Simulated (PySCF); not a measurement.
## Electron correlation in Br²⁺ (bromine, charge +2)

[Ar] 3d10 4s2 4p3, high-spin 4S determinant. All numbers are calculated (PySCF 2.14, scalar relativity by spin-free X2C-1e, in Sapporo-DKH3-DZP-2012 (6s5p3d1f, 43 functions)). Frozen: [Ar] 3d10; 5 electrons correlated.

MP2 pair energies summed by pair of shells (mhartree):

```tsv
pair	energy	share (%)
4s-4p	-39.90	66.1
4p-4p	-14.67	24.3
4s-4s	-5.75	9.5
```

Total MP2 correlation energy: -60.32 mhartree.

Same-spin part -16.24 and opposite-spin part -44.08 mhartree; SCS-MP2 scales them by 1/3 and 6/5 to -58.31 mhartree.

```tsv
level	correlation energy (mhartree)
CCSD	-74.95
(T)	-0.75
CCSD(T)	-75.70
```

Diagnostics: T1 = 0.00093, D1 = 0.0017, largest double amplitude 0.059.

Task: Is a single reference adequate?

Result: Yes, within this model without spin-orbit coupling: T1 lies below 0.03 and no double amplitude reaches 0.07.
